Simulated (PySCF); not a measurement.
Computed Raman spectrum (relative Raman activity) of a molecule CH6FNSi. Geometry optimised at B3LYP-D3(BJ)/def2-SVP. One conformer was computed; it need not be the lowest. Level of theory: B3LYP-D3(BJ)/def2-SVP in PySCF. Frequencies are harmonic and unscaled.

| ν (cm⁻¹) | relative intensity |
|---|---|
| 633 | 3.8 |
| 683 | 8.0 |
| 817 | 4.4 |
| 846 | 2.5 |
| 893 | 5.6 |
| 919 | 3.2 |
| 954 | 2.3 |
| 1432 | 9.3 |
| 1435 | 11 |
| 1546 | 5.1 |
| 2258 | 89 |
| 3033 | 99 |
| 3120 | 60 |
| 3132 | 60 |
| 3569 | 100 |
| 3660 | 63 |

Problem. Identify the compound among the candidates.
(A) NC[SiH2]F
(B) C[SiH](N)F
(C) N[SiH2]CF
(D) CN[SiH2]F

Solution. B, C[SiH](N)F
